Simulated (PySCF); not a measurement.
Steps of a relaxation of [Bi3]2+

[Bi3]2+ (quartet). PySCF 2.14.0, UKS TPSS, Bi def2-SVP with ECP60; non-relativistic Hamiltonian with scalar-relativistic core potentials where named; density fitting; no spin-orbit coupling. Origin of the start: template. Columns: position (Å) and force (eV/Å). Energies are counted from the last step; some of the 5 steps are shown. Forces carry noise of the integration grid, about 0.01 to 0.03 eV/Å.

Run from Python with OMP_NUM_THREADS=2. Where DIIS fails, smearing, a level shift and second-order steps follow.
It took 24 s on 2 threads of Intel(R) Xeon(R) Platinum 8375C CPU @ 2.90GHz (Ice Lake), on a shared host, from the converged density of the start.

```xyz
3
step 0  E = 0.062 eV
Bi    0.0000    0.0000    3.0000     0.00    0.00   -0.55
Bi    0.0000    0.0000    0.0000     0.00    0.00    0.00
Bi    0.0000    0.0000   -3.0000     0.00    0.00    0.55
```

```xyz
3
step 1  E = 0.020 eV
Bi    0.0000    0.0000    2.9533     0.00    0.00   -0.34
Bi    0.0000    0.0000    0.0000     0.00    0.00    0.00
Bi    0.0000    0.0000   -2.9533     0.00    0.00    0.34
```

```xyz
3
step 3  E = 0.000 eV
Bi    0.0000    0.0000    2.8975     0.00    0.00   -0.01
Bi    0.0000    0.0000    0.0000     0.00    0.00    0.00
Bi    0.0000    0.0000   -2.8975     0.00    0.00    0.01
```

Where does the relaxation end?

It converges at step 4 in D∞h:
```xyz
3
step 4  E = 0
Bi    0.0000    0.0000    2.8962
Bi    0.0000    0.0000    0.0000
Bi    0.0000    0.0000   -2.8962
```

No frequency check is given that shows the relaxed geometry to be a minimum. Open shells may have lower solutions than the one found.
